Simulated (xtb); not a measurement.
CH8FNOSi2, SMILES C[SiH2]O[Si@@H](N)F. All values are semi-empirical tight-binding results from xtb (GFN2-xTB unless named), good for trends rather than for accurate numbers. The structure is a stationary point at GFN2-xTB. The structure was generated by enumeration; whether it is a known compound was not checked. Other conformers were not sampled.

Optimised geometry:

Bond lengths (Å): C1–Si2 1.893, C1–H7 1.087, C1–H8 1.086, C1–H9 1.087, Si2–O3 1.629, Si2–H10 1.467, Si2–H11 1.464, O3–Si4 1.606, Si4–N5 1.713, Si4–F6 1.606, Si4–H12 1.449, N5–H13 1.006, N5–H14 1.006. Angles (°): Si2–C1–H7 111.0, Si2–C1–H8 111.7, Si2–C1–H9 111.2, H7–C1–H8 107.8, H7–C1–H9 107.2, H8–C1–H9 107.8, C1–Si2–O3 111.0, C1–Si2–H10 111.6, C1–Si2–H11 112.7, O3–Si2–H10 105.7, O3–Si2–H11 103.0, H10–Si2–H11 112.4, Si2–O3–Si4 153.8, O3–Si4–N5 109.6, O3–Si4–F6 109.9, O3–Si4–H12 105.5, N5–Si4–F6 104.1, N5–Si4–H12 121.1, F6–Si4–H12 106.5, Si4–N5–H13 119.1, Si4–N5–H14 119.3, H13–N5–H14 110.7.

| Property | Value |
|---|---|
| orbital gap | 6.07 eV |
| dipole moment | 2.23 D |
| zero-point energy | 59.0 kcal/mol |
| G − E(el) at 298.15 K (modified RRHO) | 36.2 kcal/mol |
| static polarisability (D4 model) | 88.4 bohr³ |
| solvation energy, GFN2-xTB/ALPB(water) | -2.6 kcal/mol |
| solvation energy, GFN2-xTB/ALPB(hexane) | -3.1 kcal/mol |

Task: Give the atomic charges and the Wiberg bond orders between heavy atoms. (An estimate is asked for; the answer gives what the named calculation found.)

Result: charges (e) C1 -0.21, Si2 0.53, O3 -0.44, Si4 0.61, N5 -0.39, F6 -0.29, H7 0.04, H8 0.02, H9 0.04, H10 -0.09, H11 -0.08, H12 -0.06, H13 0.16, H14 0.16. Bond orders C1–Si2 0.92, Si2–O3 1.05, O3–Si4 1.10, Si4–N5 1.17, Si4–F6 1.05.
